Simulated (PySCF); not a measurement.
Se(OH)(SMe) (CH4OSSe), SMILES CS[Se]O.

Geometry optimised at PBE0-D3(BJ)/def2-SVP. The structure was generated by enumeration, and PubChem lists no compound with its InChIKey, so it may never have been made. One conformer was computed; it need not be the lowest.

Method: PySCF with PBE0-D3(BJ)/def2-SVP.

Frequencies are harmonic and unscaled.

Task: Give all harmonic wavenumbers and intensities. (The exact figures need the calculation; the answer reports its results.)

Result: 
```json
[
 {"mode": "1", "ν (cm⁻¹)": "101", "IR (km/mol)": "3.3", "moving atoms (share of kinetic energy)": "O 40 %, C 27 %, H 20 %"},
 {"mode": "2", "ν (cm⁻¹)": "139", "IR (km/mol)": "0.1", "moving atoms (share of kinetic energy)": "H 93 %"},
 {"mode": "3", "ν (cm⁻¹)": "207", "IR (km/mol)": "5.5", "moving atoms (share of kinetic energy)": "C 28 %, S 23 %, H 19 %, O 18 %, Se 12 %"},
 {"mode": "4", "ν (cm⁻¹)": "234", "IR (km/mol)": "2.2", "moving atoms (share of kinetic energy)": "O 25 %, S 24 %, Se 20 %, H 19 %, C 12 %"},
 {"mode": "5", "ν (cm⁻¹)": "409", "IR (km/mol)": "102.7", "moving atoms (share of kinetic energy)": "H 52 %, S 25 %, Se 15 %"},
 {"mode": "6", "ν (cm⁻¹)": "411", "IR (km/mol)": "20.4", "moving atoms (share of kinetic energy)": "S 44 %, H 36 %, Se 15 %"},
 {"mode": "7", "ν (cm⁻¹)": "648", "IR (km/mol)": "71.6", "moving atoms (share of kinetic energy)": "O 81 %, Se 17 %"},
 {"mode": "8", "ν (cm⁻¹)": "715", "IR (km/mol)": "1.4", "moving atoms (share of kinetic energy)": "C 57 %, S 31 %, H 13 %"},
 {"mode": "9", "ν (cm⁻¹)": "959", "IR (km/mol)": "2.6", "moving atoms (share of kinetic energy)": "H 83 %, C 15 %"},
 {"mode": "10", "ν (cm⁻¹)": "962", "IR (km/mol)": "9.2", "moving atoms (share of kinetic energy)": "H 77 %, C 19 %"},
 {"mode": "11", "ν (cm⁻¹)": "1097", "IR (km/mol)": "53.0", "moving atoms (share of kinetic energy)": "H 94 %"},
 {"mode": "12", "ν (cm⁻¹)": "1319", "IR (km/mol)": "2.8", "moving atoms (share of kinetic energy)": "H 86 %, C 14 %"},
 {"mode": "13", "ν (cm⁻¹)": "1432", "IR (km/mol)": "12.9", "moving atoms (share of kinetic energy)": "H 96 %"},
 {"mode": "14", "ν (cm⁻¹)": "1449", "IR (km/mol)": "10.6", "moving atoms (share of kinetic energy)": "H 95 %"},
 {"mode": "15", "ν (cm⁻¹)": "3065", "IR (km/mol)": "11.4", "moving atoms (share of kinetic energy)": "H 98 %"},
 {"mode": "16", "ν (cm⁻¹)": "3182", "IR (km/mol)": "0.6", "moving atoms (share of kinetic energy)": "H 90 %, C 10 %"},
 {"mode": "17", "ν (cm⁻¹)": "3199", "IR (km/mol)": "0.9", "moving atoms (share of kinetic energy)": "H 90 %, C 10 %"},
 {"mode": "18", "ν (cm⁻¹)": "3842", "IR (km/mol)": "96.8", "moving atoms (share of kinetic energy)": "H 94 %"}
]
```
